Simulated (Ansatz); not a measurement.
Cost and result for the atomization energy of CH₆BClGe, SMILES `C[B](Cl)[GeH3]` (10 atoms, 9 bonds).

```xyz
10

C    -1.279    0.715    0.664
B    -0.566   -0.279   -0.291
Cl   -1.515   -1.300   -1.358
Ge    1.495   -0.478   -0.408
H    -0.877    0.633    1.679
H    -2.365    0.621    0.691
H    -1.025    1.735    0.344
H     1.915   -1.871    0.097
H     2.233    0.572    0.444
H     1.982   -0.349   -1.862
```

The species carries charge 0 and has multiplicity 1. Correlated methods include outer-core shells of Ge, which these sets cover unevenly. Scalar relativity is left out up to krypton. Geometry: relaxed with PBE0-D4/def2-TZVP. Program: Ansatz. All runs use 4 threads of an Arm Neoverse V1 on a shared host. Times are those of one run each, without the atoms' runs, and a repeat can differ threefold. Electronic energies, without spin–orbit coupling; frozen cores. CCSD(T)/CBS adds CCSD(T) − MP2 in def2-TZVPP to the MP2 limit, and its time is that of the two runs behind it. T1 = 0.012. With those shells the extrapolation isn't a true limit.

CCSD(T)/CBS is a level of theory with its own doubt, some kJ/mol a heavy atom from the limit and from the frozen cores, so smaller differences don't rank the functionals.

```csv
level,functions,wall time
revPBE-D4/def2-TZVPP,236,2 s
BLYP-D4/def2-TZVPP,236,2 s
PBE-D4/def2-TZVPP (with forces),236,2.5 s
BHLYP-D4/def2-TZVPP,236,3.5 s
CAM-B3LYP-D4/def2-TZVPP,236,3.9 s
r2SCAN-D4/def2-TZVPP (with forces),236,4.7 s
B2PLYP/def2-TZVPP,236,5.5 s
PBE-QIDH/def2-TZVPP,236,5.5 s
CCSD(T)/def2-SVP,108,6 s
B97M-V/def2-TZVPP,236,9.5 s
MP2/def2-QZVPP,453,23 s
CCSD(T)/def2-TZVPP,236,2.3 min
CCSD(T)/CBS(def2),–,2.7 min
```

Q: What atomization energy does each give, and how far from CCSD(T)/CBS? (Estimate.)

A: Computed: 
```csv
level,atomization (kJ/mol),difference from CCSD(T)/CBS,per bond
revPBE-D4/def2-TZVPP,3262.6,-36.0,-4.0
BLYP-D4/def2-TZVPP,3262.0,-36.6,-4.1
PBE-D4/def2-TZVPP (with forces),3331.3,32.7,3.6
BHLYP-D4/def2-TZVPP,3240.8,-57.8,-6.4
CAM-B3LYP-D4/def2-TZVPP,3306.6,8.0,0.9
r2SCAN-D4/def2-TZVPP (with forces),3326.4,27.8,3.1
B2PLYP/def2-TZVPP,3260.6,-38.0,-4.2
PBE-QIDH/def2-TZVPP,3297.5,-1.1,-0.1
CCSD(T)/def2-SVP,3146.7,-151.9,-16.9
B97M-V/def2-TZVPP,3346.3,47.7,5.3
MP2/def2-QZVPP,3291.5,-7.1,-0.8
CCSD(T)/def2-TZVPP,3236.4,-62.2,-6.9
CCSD(T)/CBS(def2),3298.6,0.0,0.0
```

The D4 term adds +33.1 kJ/mol with B3LYP and +17.4 kJ/mol with PBE0; it sums over pairs of atoms, weighted by their polarisabilities, and B3LYP, whose exchange is more repulsive, gets the larger term. Leaving LDA and LC-ωPBE aside and taking each functional with its dispersion term where it has one, the values spread over 105.6 kJ/mol, from BHLYP-D4 to B97M-V. LDA lies +415.8 kJ/mol from PBE without D4, its usual overbinding. From PBE to PBE0 (25 % exact exchange), in def2-TZVPP and without D4, the atomization energy moves by −20.6 kJ/mol: exact exchange takes away binding that semilocal exchange gives to molecules.

B3LYP here is the variant with VWN-RPA as its local correlation; programs differ in this.
